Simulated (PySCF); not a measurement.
These are B3LYP-D3(BJ)/def2-TZVP (PySCF 2.14.0) values and carry that method's errors. Gas-phase values, no solvent. One relaxed conformer stands for a flexible species; it need not be the lowest. B3LYP has the VWN-RPA correlation part, as in Gaussian. Delta-SCF ions had no search for a lower state. Excitations are Tamm–Dancoff values on a coarser integration grid. The basis has no diffuse functions, so Rydberg states are missing or too high.

Reference species (SMILES): `B/C=C\N` (neutral, multiplicity 1).

```yaml
LUMO: -1.46 eV
HOMO: -6.29 eV
brightest of the four lowest singlets (TDA): 4.95 eV
vertical ionisation energy (Delta-SCF): 8.64 eV
```

Changed species: `[H]/B=C(\C)N`.

Question: Give the shifts of the LUMO, HOMO, brightest of the four lowest singlets (TDA) and vertical ionisation energy (Delta-SCF).

Answer: the LUMO falls by 0.12 eV, to -1.58 eV; the HOMO rises by 1.30 eV, to -4.99 eV; the brightest of the four lowest singlets (TDA) rises by 0.74 eV, to 5.69 eV; the vertical ionisation energy (Delta-SCF) drops by 1.26 eV, to 7.38 eV.
